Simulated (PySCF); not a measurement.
Molecular orbitals of TeSe⁺

B2PLYP at R = 2.314 Å; PySCF, scalar-relativistic core potentials, basis sets Te def2-SVP with ECP28, Se def2-SVP. State: ²Π (doublet), unpaired electrons π ↑. Only the outer orbitals are listed, counted within each symmetry, core potentials removing the inner ones.

```json
{"spin": "α", "orbital": "10σ", "occ.": "1", "ε (eV)": "-29.50", "on Te (%)": "36", "main shells (%)": "60 Se s, 32 Te s"}
{"spin": "α", "orbital": "11σ", "occ.": "1", "ε (eV)": "-24.62", "on Te (%)": "62", "main shells (%)": "60 Te s, 34 Se s"}
{"spin": "α", "orbital": "12σ", "occ.": "1", "ε (eV)": "-17.15", "on Te (%)": "48", "main shells (%)": "47 Se p, 42 Te p"}
{"spin": "α", "orbital": "6π", "occ.": "1", "ε (eV)": "-16.64", "on Te (%)": "44", "main shells (%)": "56 Se p, 43 Te p"}
{"spin": "α", "orbital": "6π", "occ.": "1", "ε (eV)": "-15.77", "on Te (%)": "45", "main shells (%)": "54 Se p, 43 Te p"}
{"spin": "α", "orbital": "7π", "occ.": "1", "ε (eV)": "-13.75", "on Te (%)": "57", "main shells (%)": "56 Te p, 43 Se p"}
{"spin": "α", "orbital": "7π", "occ.": "0", "ε (eV)": "-9.91", "on Te (%)": "56", "main shells (%)": "56 Te p, 44 Se p"}
{"spin": "α", "orbital": "13σ", "occ.": "0", "ε (eV)": "-5.95", "on Te (%)": "62", "main shells (%)": "56 Te p, 39 Se p"}
{"spin": "α", "orbital": "14σ", "occ.": "0", "ε (eV)": "0.35", "on Te (%)": "78", "main shells (%)": "60 Te s, 11 Se s, 10 Te d"}
{"spin": "β", "orbital": "10σ", "occ.": "1", "ε (eV)": "-28.94", "on Te (%)": "38", "main shells (%)": "57 Se s, 32 Te s"}
{"spin": "β", "orbital": "11σ", "occ.": "1", "ε (eV)": "-23.65", "on Te (%)": "61", "main shells (%)": "59 Te s, 35 Se s"}
{"spin": "β", "orbital": "12σ", "occ.": "1", "ε (eV)": "-16.84", "on Te (%)": "48", "main shells (%)": "47 Se p, 42 Te p"}
{"spin": "β", "orbital": "6π", "occ.": "1", "ε (eV)": "-15.59", "on Te (%)": "47", "main shells (%)": "52 Se p, 45 Te p"}
{"spin": "β", "orbital": "6π", "occ.": "1", "ε (eV)": "-14.93", "on Te (%)": "44", "main shells (%)": "55 Se p, 42 Te p"}
{"spin": "β", "orbital": "7π", "occ.": "0", "ε (eV)": "-9.66", "on Te (%)": "54", "main shells (%)": "54 Te p, 45 Se p"}
{"spin": "β", "orbital": "7π", "occ.": "0", "ε (eV)": "-8.91", "on Te (%)": "57", "main shells (%)": "56 Te p, 43 Se p"}
{"spin": "β", "orbital": "13σ", "occ.": "0", "ε (eV)": "-5.69", "on Te (%)": "62", "main shells (%)": "56 Te p, 38 Se p"}
```

Task: Which are the highest filled and the lowest empty level, where do they sit, and how wide is the gap?

Result: Highest filled α 7π at -13.75 eV (in %: 56 Te p, 43 Se p); lowest empty α 7π at -9.91 eV (in %: 56 Te p, 44 Se p); the gap at B2PLYP is 3.84 eV. Both belong to one degenerate shell, split only by its one-sided filling, so this is no excitation gap.

```json
{
  "bond order (Mayer)": "2.49",
  "⟨S²⟩": "0.757",
  "charge on Te (Mulliken, basis-dependent)": "0.70",
  "charge on Te (Löwdin, basis-dependent)": "0.66",
  "dipole moment (positive dipole points towards Se; it is taken about the centre of mass and depends on that origin)": "-0.78 D"
}
```

Correlated steps freeze 13 core orbitals. Spin–orbit coupling is left out. B2PLYP dipoles, levels and charges come from its SCF part alone. The state was picked by a PBE0 search and need not be the measured ground state.
